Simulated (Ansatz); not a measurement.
**Worked example: CH3Br + SiH(CH3)2Br → C2H6 + SiH(CH3)Br2**

Species: CH3Br (bromomethane) `CBr`, singlet; SiH(CH3)2Br, singlet; C2H6 (ethane) `CC`, singlet; SiH(CH3)Br2, singlet. The partners trade Br for CH3: C–Br and Si–CH3 bonds give way to C–CH3 and Si–Br.

Shapes, held fixed at every level: PBE0-D4/def2-TZVP. Programs: Ansatz 0.2.0. The zero-point and thermal change to 298 K, harmonic and unscaled (PBE0-D4/def2-TZVP), is +5.1 kJ/mol.

At CCSD(T)/def2-TZVPP; 1 Eh = 2625.50 kJ/mol:

```
    species   energy (Eh)
      CH3Br  -2612.542543
SiH(CH3)2Br  -2942.113401
       C2H6    -79.675440
SiH(CH3)Br2  -5475.018723
```

Task: Work out ΔH(298 K) of the reaction at this level.

Result: 
1. Products less reactants: (-79.675440) + (-5475.018723) − [(-2612.542543) + (-2942.113401)] = -0.038219 Eh = -100.3 kJ/mol.
2. With the thermal change: -100.3 + (+5.1) = -95.2 kJ/mol.

Other levels give -109.2 (HF/def2-SVP) to -96.2 kJ/mol (CCSD/def2-TZVPP). No measured value is set beside it here. Relativity is left out for Br unless named. Correlated rows may include outer-core shells of Br, which these sets cover unevenly.
